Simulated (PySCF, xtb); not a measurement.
CH₃ClGa, SMILES [CH3][Ga+][Cl], charge +1.

GFN2-xTB (xtb) at its own geometry gives an orbital gap of 3.53 eV.

The structure is a stationary point at ωB97X-D3(BJ)/def2-TZVP. The spin state was assumed, not searched. The isomer is the one that the SMILES or the coordinates give; other isomers of the formula were not compared.

### Question
What does ωB97X/def2-TZVPD (PySCF) give? (An estimate is asked for; the answer gives what the named calculation found.)

### Answer
gap 12.63 eV (levels -17.81 and -5.18 eV).
